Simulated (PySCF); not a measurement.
Job for PySCF: R-M06-2X/def2-TZVPP on BH3O (SMILES BO), a point of a torsion scan.

```python
from pyscf import gto, dft

mol = gto.M(
    atom='''
    B    -0.42870912   -0.01597293   -0.07253471
    O     0.84667251   -0.33135720    0.15481487
    H    -1.28707601   -0.83051688   -0.10817890
    H    -0.72571059    1.10222894    0.15216214
    H     1.32043572   -0.93510419   -0.41099468
    ''',
    basis='def2-tzvpp',
    charge=0, spin=0, verbose=4, max_memory=1800)
mf = dft.RKS(mol, xc='m062x').density_fit(auxbasis='def2-universal-jkfit')
mf.grids.level = 4
mf.conv_tol = 1e-9
mf.max_cycle = 150
mf.kernel()
mf.dip_moment()
```

The log:

```
PySCF version 2.14.0

[INPUT] verbose = 4
[INPUT] num. atoms = 5
[INPUT] num. electrons = 16
[INPUT] charge = 0
[INPUT] spin (= nelec alpha-beta = 2S) = 0
[INPUT] symmetry False subgroup None
[INPUT] Mole.unit = angstrom
[INPUT] Symbol           X                Y                Z      unit          X                Y                Z       unit  Magmom
[INPUT]  1 B     -0.428709120000  -0.015972930000  -0.072534710000 AA   -0.810142823903  -0.030184463107  -0.137070736425 Bohr   0.0
[INPUT]  2 O      0.846672510000  -0.331357200000   0.154814870000 AA    1.599979161098  -0.626174357403   0.292557704310 Bohr   0.0
[INPUT]  3 H     -1.287076010000  -0.830516880000  -0.108178900000 AA   -2.432221160398  -1.569449445028  -0.204428493457 Bohr   0.0
[INPUT]  4 H     -0.725710590000   1.102228940000   0.152162140000 AA   -1.371394260797   2.082910823170   0.287544771128 Bohr   0.0
[INPUT]  5 H      1.320435720000  -0.935104190000  -0.410994680000 AA    2.495261875893  -1.767090817033  -0.776667383853 Bohr   0.0

nuclear repulsion = 30.6649230399954
number of shells = 40
number of NR pGTOs = 140
number of NR cGTOs = 104
basis = def2-tzvpp
ecp = {}


******** <class 'pyscf.df.df_jk.DFRKS'> ********
method = DFRKS
initial guess = minao
damping factor = 0
level_shift factor = 0
DIIS = <class 'pyscf.scf.diis.CDIIS'>
diis_start_cycle = 1
diis_space = 8
diis_damp = 0
SCF conv_tol = 1e-09
SCF conv_tol_grad = None
SCF max_cycles = 150
direct_scf = False
XC library pyscf.dft.libxc version 7.1.2
    S. Lehtola, C. Steigemann, M. J. T. Oliveira, and M. A. L. Marques,  SoftwareX 7, 1–5 (2018)
XC functionals = m062x
    Y. Zhao and D. G. Truhlar,  Theor. Chem. Acc. 120, 215 (2008)
    Y. Zhao and D. G. Truhlar,  Theor. Chem. Acc. 120, 215 (2008)
radial grids:
    Treutler-Ahlrichs [JCP 102, 346 (1995); DOI:10.1063/1.469408] (M4) radial grids

becke partition: Becke, JCP 88, 2547 (1988); DOI:10.1063/1.454033
pruning grids: <function nwchem_prune>
grids dens level: 4
symmetrized grids: False
atomic radii adjust function: <function treutler_atomic_radii_adjust>
small_rho_cutoff = 0
Set gradient conv threshold to 3.16228e-05
Initial guess from minao.
tot grids = 103488
******** <class 'pyscf.df.df.DF'> ********
auxbasis = def2-universal-jkfit
init E= -101.95025623371
  HOMO = -0.344641788652226  LUMO = -0.0664710024859509  gap/eV = 7.56941
cycle= 1 E= -101.835717611527  delta_E= 0.115  |g|= 0.554  |ddm|= 1.48
  HOMO = -0.281971215435334  LUMO = 0.0184565678541837  gap/eV = 8.17506
cycle= 2 E= -101.813856252649  delta_E= 0.0219  |g|= 0.684  |ddm|= 0.597
  HOMO = -0.351025405740074  LUMO = 0.0066543576028657  gap/eV = 9.73296
cycle= 3 E= -101.891854628941  delta_E= -0.078  |g|= 0.0348  |ddm|= 0.344
  HOMO = -0.353932194218292  LUMO = 0.00538555682707909  gap/eV = 9.77753
cycle= 4 E= -101.892116513755  delta_E= -0.000262  |g|= 0.00846  |ddm|= 0.0274
  HOMO = -0.353176512414301  LUMO = 0.0064693907367932  gap/eV = 9.78646
cycle= 5 E= -101.892135141587  delta_E= -1.86e-05  |g|= 0.00144  |ddm|= 0.00801
  HOMO = -0.353437475889596  LUMO = 0.00618358599183821  gap/eV = 9.78579
cycle= 6 E= -101.892136109571  delta_E= -9.68e-07  |g|= 0.000466  |ddm|= 0.00247
  HOMO = -0.353374136785149  LUMO = 0.00626637577313716  gap/eV = 9.78632
cycle= 7 E= -101.892136246636  delta_E= -1.37e-07  |g|= 0.000122  |ddm|= 0.000625
  HOMO = -0.353387707577603  LUMO = 0.00625859213116797  gap/eV = 9.78647
cycle= 8 E= -101.892136266493  delta_E= -1.99e-08  |g|= 2.91e-05  |ddm|= 0.000302
  HOMO = -0.353387867168014  LUMO = 0.00626093255344884  gap/eV = 9.78654
cycle= 9 E= -101.892136267418  delta_E= -9.25e-10  |g|= 4.97e-06  |ddm|= 7.02e-05
  HOMO = -0.353387520810404  LUMO = 0.00626083356033647  gap/eV = 9.78653
Extra cycle  E= -101.892136267436  delta_E= -1.81e-11  |g|= 2e-06  |ddm|= 7.66e-06
converged SCF energy = -101.892136267436
Dipole moment(X, Y, Z, Debye):  0.62776, -1.05195, -1.29937
```

Self-consistency was reached.

Cost: very roughly 7 core-seconds.
